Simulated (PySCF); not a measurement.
CH11PSi3.
Geometry (PBE0-D3(BJ)/def2-SVP, Å), atoms numbered from 1 in this order:
```
atom  x, y, z in Å
Si1    2.0941   -1.3942    0.0220
Si2    1.1164    0.6582   -0.5690
C3    -0.7043    0.4662   -1.0510
Si4   -1.9437    0.5037    0.3631
P5    -1.3268   -0.9668    1.9770
H6     1.7829   -2.4031   -1.0416
H7     1.5840   -1.9123    1.3268
H8     3.5805   -1.2442    0.1059
H9     1.8865    1.1963   -1.7365
H10    1.2567    1.6380    0.5549
H11   -0.8279   -0.4695   -1.6224
H12   -0.9690    1.2899   -1.7371
H13   -1.9364    1.8568    1.0003
H14   -3.3236    0.2361   -0.1521
H15   -2.5983   -0.9196    2.6271
H16   -1.6635   -2.1157    1.1959
```

Level of theory: PBE0-D3(BJ)/def2-SVP geometry optimisation, gas phase in PySCF 2.14.0.

Masses are those of the commonest isotopes; rigid-rotor values at the optimised geometry. The values belong to one conformer with, in the numbering `[SiH3:1][SiH2:2][CH2:3][SiH2:4][PH2:5]`, Si1–Si2–C3–Si4 86°, Si2–C3–Si4–P5 -51°, C3–Si4–P5–H -166° and -72°.

(1) Give the principal moments of inertia and the rotational constants in MHz.

(2) Classify the top.

(3) Is it planar, by Δ = Ic − Ia − Ib?

(4) Give the other two planar moments, Paa and Pbb, and the rms extents of the mass along the axes.

(5) Where do the levels up to J = 3 lie, in cm⁻¹?

(6) Predict some low-J microwave lines.

(7) Estimate the classical rotational partition function at 25 K, 100 K and 500 K.

## Answers

(1) Ia = 225.55, Ib = 450.80, Ic = 622.27 u·Å²; 505379 MHz·u·Å²/I gives A = 2241, B = 1121, C = 812.2 MHz.

(2) An asymmetric top. Ray's parameter κ = (2B − A − C)/(A − C) = -0.568; −1 is the prolate and +1 the oblate limit.

(3) Not planar: Δ = Ic − Ia − Ib = -54.09 u·Å². For a rigid frame Δ = −2 Σ m c², so Σ m c² = 27.04 u·Å² lies off the ab plane: 14.26 from hydrogen and 12.78 from heavier atoms. The atom farthest from that plane is 1.89 Å away.

(4) Paa = Σ m a² = (Ib + Ic − Ia)/2 = 423.76 and Pbb = Σ m b² = (Ia + Ic − Ib)/2 = 198.51 u·Å². With the mass M = 137.99 u, the rms extents √(P/M) along a, b and c are 1.75, 1.20, 0.44 Å.

(5) Above 0(0,0):
J = 1: 1(0,1) 0.0645, 1(1,1) 0.1018, 1(1,0) 0.1121
J = 2: 2(0,2) 0.1916, 2(1,2) 0.2205, 2(1,1) 0.2514, 2(2,1) 0.3634, 2(2,0) 0.3653
J = 3: 3(0,3) 0.3780, 3(1,3) 0.3974, 3(1,2) 0.4590, 3(2,2) 0.5569, 3(2,1) 0.5658, 3(3,1) 0.7705, 3(3,0) 0.7707
The levels of one J sum to (2J + 1)J(J + 1)(A + B + C)/3.

(6) The dipole components are |μa| = 0.63 D, |μb| = 0.87 D, |μc| = 1.01 D. Intensities carry the squares of the components, which stand as 0.39 : 0.73 : 1.00 (a : b : c). Some lines, for components of 0.1 D or more:

```tsv
type	branch	J(Ka,Kc)	MHz	lower level (cm⁻¹)
a	Q	1(1,0) ← 1(1,1)	309	0.102
c	Q	3(1,3) ← 3(0,3)	582	0.378
a	Q	2(1,1) ← 2(1,2)	927	0.220
a	Q	3(1,2) ← 3(1,3)	1847	0.397
b	R	4(2,2) ← 3(3,1)	2026	0.770
b	Q	3(1,2) ← 3(0,3)	2429	0.378
b	R	3(1,2) ← 2(2,1)	2866	0.363
b	Q	4(1,3) ← 4(0,4)	3388	0.620
a	R	2(1,2) ← 1(1,1)	3558	0.102
b	R	2(1,2) ← 1(0,1)	4677	0.064
b	Q	4(2,3) ← 4(1,4)	5450	0.632
a	R	3(0,3) ← 2(0,2)	5588	0.192
c	Q	4(3,2) ← 4(2,2)	5801	0.838
b	R	3(1,3) ← 2(0,2)	6170	0.192
a	R	4(0,4) ← 3(0,3)	7260	0.378
a	R	4(3,2) ← 3(3,1)	7827	0.770
c	R	3(1,2) ← 2(0,2)	8018	0.192
a	R	4(2,2) ← 3(2,1)	8162	0.566
a	R	4(1,3) ← 3(1,2)	8219	0.459
b	Q	4(4,1) ← 4(3,2)	8835	1.032
b	R	3(2,2) ← 2(1,1)	9158	0.251
c	R	3(2,1) ← 2(1,1)	9425	0.251
b	R	3(2,1) ← 2(1,2)	10352	0.220
c	R	4(1,3) ← 3(0,3)	10648	0.378
c	R	4(2,2) ← 3(1,2)	11362	0.459
b	R	4(4,1) ← 3(3,0)	16656	0.771
b	R	4(4,0) ← 3(3,1)	16663	0.770
```

(7) Point group C1, symmetry number σ = 1; q = (√π/σ)·√((kT/h)³/(ABC)), k/h = 20836.6 MHz/K: 14800 at 25 K, 118000 at 100 K, 1320000 at 500 K.

No PBE0-D3(BJ)/def2-SVP frequencies stand behind this structure, so it isn't proved a minimum. No vibrational averaging or centrifugal distortion is included, and the geometry carries the error of its method. A rigid rotor knows nothing of internal rotation, which can split or shift real lines.
